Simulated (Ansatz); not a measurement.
**Ligand exchange: GaH2(CH3) + C2H7N → GaH2(NH2) + C3H8**

Species: GaH2(CH3), singlet; C2H7N (ethanamine) `CCN`, singlet; GaH2(NH2), singlet; C3H8 (propane) `CCC`, singlet. The partners trade CH3 for NH2: Ga–CH3 and C–NH2 bonds give way to Ga–NH2 and C–CH3.

Shapes, held fixed at every level: PBE0-D4/def2-TZVP. Flexible molecules stand in one conformer, not always the lowest. Programs: Ansatz 0.2.0. Electronic energies: no zero-point or thermal term.

Problem. Estimate ΔE of this reaction.

Solution. The highest level, CCSD(T)/def2-TZVPP, gives ΔE = -98.4 kJ/mol; the levels span -106.9 to -92.5. The column of differences is taken from that level and isn't an error. No measured value is set beside it here. Relativity is left out for Ga. Outer-core shells of Ga are correlated, in sets that cover them unevenly.

| level | kind | ΔE (kJ/mol) | less CCSD(T)/def2-TZVPP |
| --- | --- | --- | --- |
| HF/def2-SVP | Hartree–Fock | -94.3 | +4.1 |
| HF/def2-TZVPP | Hartree–Fock | -96.2 | +2.2 |
| PBE0-D4/def2-TZVPP | global hybrid | -92.5 | +5.9 |
| r2SCAN0-D4/def2-TZVPP | global hybrid | -96.9 | +1.5 |
| MP2/def2-SVP | perturbation theory | -106.9 | -8.5 |
| CCSD(T)/def2-SVP | coupled cluster or CI | -104.4 | -6.0 |
| CCSD/def2-SVP | coupled cluster or CI | -103.3 | -4.9 |
| CCSD(T)/def2-TZVPP | coupled cluster or CI | -98.4 | 0.0 |
